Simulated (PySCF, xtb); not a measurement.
B(F)(H)(SH) (BFH2S), SMILES FBS. One conformer was computed; it need not be the lowest.

Harmonic wavenumbers (cm⁻¹) from GFN2-xTB (xtb 6.7.1) at its own minimum, in rising order: 335, 395, 691, 742, 836, 1037, 1248, 2459, 2647.

Problem. What does B3LYP-D3(BJ)/def2-TZVP in PySCF give at its own minimum? (The exact figures need the calculation; the answer reports its results.)

Solution. 346, 428, 736, 839, 886, 1100, 1303, 2657, 2687. Paired by order, the mean absolute difference is 66 cm⁻¹ and the zero-point energies are 14.9 and 15.7 kcal/mol.
